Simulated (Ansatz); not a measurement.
Consider the substitution at a C–S bond: `CSC(F)[SeH]` + `[OH][SnH2][Br]` → `C[O][SnH2][Br]` + `FC(S)[SeH]`.

Gas-phase electronic energies from Ansatz, PBE0-D4/def2-TZVP geometries. CCSD(T)/CBS adds triple-zeta CCSD(T) − MP2 to the extrapolated MP2 energy (def2 sets, frozen cores). Functionals use def2-TZVPP. HSE06 is defined as in plane-wave codes. def2 core potentials past Kr. For Br, Se, Sn outer-core shells are correlated without core-valence functions, which leaves a few kJ/mol of doubt a bond. Scalar relativity is left out up to krypton. One conformer a species, not always the lowest.

`CSC(F)[SeH]`:

Cartesian coordinates in Å:
```
C 0.806 -1.112 0.934
S -0.454 -1.328 -0.328
C -0.494 0.361 -0.953
F -1.061 0.333 -2.194
Se -1.517 1.501 0.260
H 1.758 -0.814 0.492
H 0.491 -0.382 1.680
H 0.929 -2.084 1.413
H 0.519 0.759 -1.041
H -0.977 2.766 -0.265
```

`[OH][SnH2][Br]`:

Cartesian coordinates in Å:
```
O 0.185 -1.204 0.968
Sn -0.227 0.085 -0.440
Br -0.082 2.344 0.574
H 1.002 -1.014 1.436
H 0.954 0.028 -1.665
H -1.832 -0.239 -0.873
```

`C[O][SnH2][Br]`:

Cartesian coordinates in Å:
```
C 0.968 1.109 -0.113
O 0.356 0.298 0.862
Sn -0.792 -1.186 0.328
Br -2.606 -0.213 -1.056
H 0.232 1.643 -0.727
H 1.581 1.851 0.404
H 1.623 0.536 -0.783
H -1.442 -1.793 1.769
H 0.080 -2.245 -0.682
```

`FC(S)[SeH]`:

Z-matrix (Å, degrees):
```
C
S 1 1.792
Se 1 1.957 2 106.1
F 1 1.369 2 112.4 3 121.1
H 1 1.089 2 110.6 3 -118.7
H 2 1.344 1 95.9 3 155.5
H 3 1.470 1 92.8 2 169.8
```

| level | ΔE (kcal/mol) |
| --- | --- |
| HSE06-D4 | 13.0 |
| BLYP | 10.9 |
| BHLYP | 11.3 |
| CAM-B3LYP | 11.0 |

Question: What does CCSD(T)/CBS give? (An estimate is asked.)

Answer: Computed: +12.8 kcal/mol. The listed levels differ from it by 0.2, -1.9, -1.5, -1.8 kcal/mol.

Largest T1 diagnostic among the species: 0.012.

In def2-TZVPP, CCSD(T) changes the Hartree–Fock value by +1.7 kcal/mol (the triples alone add +0.3 kcal/mol) and MP2 by +3.2 kcal/mol. Leaving LDA and LC-ωPBE aside and taking each functional with its dispersion term where it has one, the values, not all of them listed here, spread over 1.9 kcal/mol, from CAM-B3LYP-D4 to PBE-QIDH.

CCSD(T)/CBS has its own doubt, a few kJ/mol and more with outer-core shells, so smaller differences from it don't rank the levels.
